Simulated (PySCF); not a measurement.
**Nuclear quadrupole coupling in `CC(=O)c1csc(C)p1`**

Species: C6H7OPS.
Numbering: `[CH3:1][C:2](=[O:3])[c:4]1[cH:5][s:6][c:7]([CH3:8])[p:9]1` (hydrogens: H10, H11, H12 on C1; H13 on C5; H14, H15, H16 on C8)

Structure used (GFN2-xTB), in Å, numbered top down from 1:
```xyz
16
C6H7OPS angstrom
C     -2.5513   -1.2794    0.4693
C     -2.2009    0.1152    0.0203
O     -3.0339    0.9588   -0.2245
C     -0.7552    0.3865   -0.1025
C     -0.3186    1.6170   -0.5003
S      1.3596    1.8592   -0.6201
C      1.7860    0.2490   -0.1256
C      3.2357   -0.0952   -0.0556
P      0.5074   -0.8254    0.2455
H     -3.6306   -1.3890    0.5333
H     -2.1035   -1.4743    1.4425
H     -2.1497   -2.0032   -0.2382
H     -0.9731    2.4363   -0.7412
H      3.7547    0.5554    0.6489
H      3.3563   -1.1271    0.2669
H      3.7097    0.0251   -1.0302
```

Field gradients from the PBE0/pcSseg-1 density (PySCF, non-relativistic), principal values in atomic units, ordered |Vxx| ≤ |Vyy| ≤ |Vzz|:

```tsv
atom	Vxx	Vyy	Vzz
O3	0.5793	1.3663	-1.9456
S6	-0.4722	-1.2171	1.6893
```

Question: Find the asymmetry η = (Vxx − Vyy)/Vzz and the couplings χ = eQV/h (234.96 MHz × Q in barn × V in au), with Q(17O) = −0.0256 b, Q(33S) = −0.0678 b.

Answer: 
```tsv
atom	environment	nucleus	η	χzz (MHz)	χxx (MHz)	χyy (MHz)
O3	ketone oxygen	17O	0.40	11.70	-3.48	-8.22
S6	thiophene-type sulfur	33S	0.44	-26.91	7.52	19.39
```

Question: What is Vzz at O3 in SI units (1 au = 9.71736 × 10²¹ V/m²)?

Answer: -1.9456 au = -18.906 × 10²¹ V/m².

Question: What couplings would deuterons (Q(2H) = 0.00286 b) have in place of the hydrogens, at this geometry?

Answer: 
```tsv
atom	bonded to	bond length (Å)	Vzz (au)	η	χzz (kHz)
H10	C1	1.087	0.3135	0.01	211
H11	C1	1.089	0.3100	0.03	208
H12	C1	1.089	0.3100	0.03	208
H13	C5	1.076	0.3313	0.05	223
H14	C8	1.090	0.3071	0.03	206
H15	C8	1.088	0.3103	0.04	208
H16	C8	1.090	0.3071	0.03	206
```

Isolated species at its GFN2-xTB geometry (one conformer only). GFN2-xTB bond lengths can be off by several hundredths of an ångström, more for odd bonds, and the gradients follow them. A larger basis could move these couplings by a tenth or more.

These values come from a run that also computed NMR shieldings. Cost: about 90 s of CPU time on one thread; the machine was shared, so the figure is rough.
